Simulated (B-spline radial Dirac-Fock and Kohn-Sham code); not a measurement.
# Cd¹⁹⁺: eigenvalues, ΔSCF and the reference

System: the Cd¹⁹⁺ ion, [Ar] 3d10 4s1.

The density-functional columns are spherical, spin-unpolarised Dirac-Kohn-Sham results without Breit or QED terms: −ε is minus the orbital energy of the initial state and ΔSCF the difference of two total energies. The reference in the last column comes from multi-electron Dirac-Fock with separately optimised hole states, Breit and Lamb-shift corrections added in first order. All numbers are from an atomic code on a B-spline grid, in eV; a selection of levels is shown. For the 1s level of heavy atoms much of the gap between ΔSCF and the reference is the Breit and QED part, -84.0 eV here; for other levels the error of the functional can be larger.

```csv
level,LDA −ε,LDA ΔSCF,Dirac-Fock
1s,27012.8,27348.4,27271.5
2s,4455.2,4525.8,4571.7
2p1/2,4188.5,4273.2,4277.9
2p3/2,3995.7,4076.4,4087.5
3p1/2,1123.6,1154.8,1171.8
3p3/2,1088.0,1118.5,1135.8
3d3/2,899.3,932.3,931.2
3d5/2,891.9,924.6,924.1
4s,534.3,548.4,544.8
```

For the outermost level NIST gives 546.19 ± 0.17 eV (semi-empirical); the differences from it are LDA −ε -11.91, LDA ΔSCF +2.21, Dirac-Fock -1.35 eV.

Values without a named source are computed, but for edge energies of neutral atoms, which are taken from tables.
